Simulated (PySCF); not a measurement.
**Field gradients at the hydrogen positions**

Species: C6H10O3S.
Z-matrix (Å and degrees, GFN2-xTB geometry), rows numbered from 1:
```
C 
C   1  1.5141
C   2  1.5504  1  122.60
C   3  1.5424  2   86.84  1  -160.76
C   4  1.5327  3   73.68  2    44.52
S   5  1.7872  2  125.72  1   -61.60
O   6  1.4335  5  110.77  2   175.91
O   6  1.4251  5  109.43  2   -50.34
O   6  1.6223  5  100.40  2    63.83
C   5  1.5301  2   89.49  1    75.62
H   1  1.0880  2  109.03  3   155.71
H   1  1.0853  2  113.25  3    35.22
H   1  1.0883  2  109.66  3   -85.55
H   2  1.0917  1  108.97  3   137.12
H   3  1.0839  2  127.24  1    63.47
H   4  1.0870  3  117.47  2   -67.62
H   4  1.0870  3  117.02  2   156.16
H   9  0.9580  6  108.49  5   112.79
H  10  1.0875  3  116.38  2  -154.03
H  10  1.0847  3  118.19  2    70.55
```

Level: PBE0/pcSseg-1 (PySCF, non-relativistic); Q(2H) = 0.00286 b; rigid geometry, the same for H and D, with no vibrational averaging.

Question: Rank these positions by the coupling χzz of a deuteron there, largest first.
A. H16 (methylene hydrogen)
B. H15 (methine hydrogen)
C. H14 (methine hydrogen)
D. H18 (hydroxyl hydrogen)

Answer: D (322 kHz), B (217 kHz), A (209 kHz), C (201 kHz).

Question: What are Vzz, η and χzz (234.96 MHz × Q × Vzz) at all hydrogens?

Answer: 
```tsv
atom	bonded to	bond length (Å)	Vzz (au)	η	χzz (kHz)
H11	C1	1.088	0.3103	0.03	209
H12	C1	1.085	0.3195	0.03	215
H13	C1	1.088	0.3138	0.02	211
H14	C2	1.092	0.2995	0.07	201
H15	C3	1.084	0.3227	0.00	217
H16	C4	1.087	0.3116	0.04	209
H17	C4	1.087	0.3114	0.04	209
H18	O9	0.958	0.4791	0.12	322
H19	C10	1.088	0.3112	0.04	209
H20	C10	1.085	0.3179	0.04	214
```

Question: Average by the element that carries the hydrogen.

Answer: on C: 210 kHz over 9 positions, mean bond length 1.087 Å; on O: 322 kHz over 1 position, mean bond length 0.958 Å.

The structure is a single GFN2-xTB conformer in the gas phase; no vibrational or solvent corrections. GFN2-xTB bond lengths can be off by several hundredths of an ångström, more for odd bonds, and the gradients follow them. The small basis limits the accuracy of the gradients.
